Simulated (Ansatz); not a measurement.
The cluster Pb3SeBr4, relaxed as a singlet with RKS PBE-D4/def2-SVP in Ansatz, starting from the GFN1-xTB geometry. Force threshold 0.03 eV/Å.

In the def2 sets Pb takes a core potential; there is no spin–orbit coupling. Another isomer (singlet) lies 0.22 eV lower at PBE0-D4/def2-TZVP; other spin states weren't run for this one.

Start:

```xyz
8

Pb    0.777    0.306   -1.378
Pb   -1.881    1.350    1.353
Pb    0.444   -1.767    1.968
Se   -1.293   -0.956    0.044
Br    2.353   -1.872    0.042
Br   -1.047    2.686   -0.856
Br   -0.038   -0.752   -3.663
Br    0.685    1.003    2.491
```

```json
{"step": "1", "energy (eV)": "-361200.4909", "largest force component (eV/Å)": "1.210", "SCF passes": "19"}
{"step": "2", "energy (eV)": "-361200.6458", "largest force component (eV/Å)": "0.669", "SCF passes": "26"}
{"step": "3", "energy (eV)": "-361200.7061", "largest force component (eV/Å)": "0.155", "SCF passes": "20"}
{"step": "4", "energy (eV)": "-361200.7068", "largest force component (eV/Å)": "0.158", "SCF passes": "22"}
{"step": "5", "energy (eV)": "-361200.7084", "largest force component (eV/Å)": "0.100", "SCF passes": "20"}
{"step": "6", "energy (eV)": "-361200.7105", "largest force component (eV/Å)": "0.023", "SCF passes": "21"}
```

Force components are those of the run's own axes.

End:

Cartesian coordinates in Å:
```
Pb 0.747 0.282 -1.397
Pb -1.898 1.383 1.362
Pb 0.468 -1.789 1.987
Se -1.427 -1.051 0.067
Br 2.448 -1.955 0.066
Br -1.100 2.801 -0.873
Br 0.016 -0.730 -3.763
Br 0.747 1.061 2.552
```

By distances, no bond broke or formed. The bond that changes most is Pb1–Se4, from 2.81 to 2.94 Å (atoms count from 1).

No frequencies were taken in this run, so the end may be a saddle point.

Run time 18 s (6 threads of Intel Xeon on a shared host), peak host memory 0.59 GiB.
